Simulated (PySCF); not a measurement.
# Computed records: Al2ClFH

Computed with PySCF 2.14.0. Calculation on a computer-drawn molecule: the log of a Hartree-Fock and frozen-core CCSD(T) single point meant for a local Hartree-Fock minimum, with one planted fault or none, to be diagnosed. Offsets are logged minus clean, where the clean run is the same molecule without the fault. The reference is restricted for singlets and unrestricted otherwise, and also for a bond in bohr or an excited solution. Adding or removing an electron swaps singlet and doublet. The excited solution moves the top pair (singlet) or top alpha electron (doublet) to the lowest empty orbital. Highest occupied and lowest empty are orbital energies over both spins, largest force is the largest gradient component, triples share is (T) over the correlation energy, the T1 limit is 0.02 restricted and 0.045 unrestricted, electrons count all cores, a negative frequency is imaginary (commonest isotopes), and the dipole is about the centre of nuclear charge.

Common to all runs: meant charge 1; meant multiplicity 1; meant basis cc-pV(D+d)Z; logged basis functions 88; logged SCF converged yes; logged CC converged yes; logged SCF stable within its kind yes; possible faults no fault, one electron removed, one electron added, multiplicity raised by two, geometry at a saddle point, SCF held on an excited solution, minimal basis STO-3G, one bond length entered in bohr, all coordinates scaled.

(1) 
```xyz
5
formula=Al2ClFH logged_electrons=53 logged_spin_squared=0.7638 logged_highest_occupied=-6.0043 logged_lowest_empty=0.77219 logged_largest_force=0.041898 logged_T1_diagnostic=0.018461 logged_D1_diagnostic=0.06975 logged_triples_share=0.022445 logged_dipole_magnitude=1.3192 logged_energy_HF=-1043.45602 logged_energy_CCSD(T)=-1043.92957 planted_fault=one_electron_added HF_energy_offset_from_clean_run=-128.9 CCSD(T)_energy_offset_from_clean_run=-135.6
F      0.5179    -3.2298     4.9234
Al     0.0089    -2.4514     3.5993
Al    -0.7885    -1.1127     1.3756
Cl     0.7522     0.1426     0.8532
H     -2.2005    -1.4709     0.8606
```

Units: logged_highest_occupied, logged_lowest_empty in eV; logged_largest_force in hartree/bohr; logged_dipole_magnitude in debye; logged_energy_HF, logged_energy_CCSD(T) in hartree; HF_energy_offset_from_clean_run, CCSD(T)_energy_offset_from_clean_run in kcal/mol.

Drawn bonds:
```tsv
atom	other atom	order
1	2	1
2	3	1
3	4	1
3	5	1
```

(2) 
```xyz
5
formula=Al2ClFH logged_electrons=52 logged_spin_squared=0 logged_highest_occupied=-12.567 logged_lowest_empty=-6.4194 logged_largest_force=0.01865 logged_T1_diagnostic=0.016875 logged_D1_diagnostic=0.038733 logged_triples_share=0.020813 logged_dipole_magnitude=9.1295 logged_energy_HF=-1043.19608 logged_energy_CCSD(T)=-1043.65969 planted_fault=one_bond_length_entered_in_bohr,row_2_of_the_drawn_bonds HF_energy_offset_from_clean_run=34.17 CCSD(T)_energy_offset_from_clean_run=33.77
F      0.5179    -3.2298     4.9234
Al     0.0089    -2.4514     3.5993
Al    -1.4979     0.0784    -0.6029
Cl     0.0428     1.3338    -1.1253
H     -2.9099    -0.2798    -1.1179
```

Units: logged_highest_occupied, logged_lowest_empty in eV; logged_largest_force in hartree/bohr; logged_dipole_magnitude in debye; logged_energy_HF, logged_energy_CCSD(T) in hartree; HF_energy_offset_from_clean_run, CCSD(T)_energy_offset_from_clean_run in kcal/mol.

Drawn bonds:
```tsv
atom	other atom	order
1	2	1
2	3	1
3	4	1
3	5	1
```
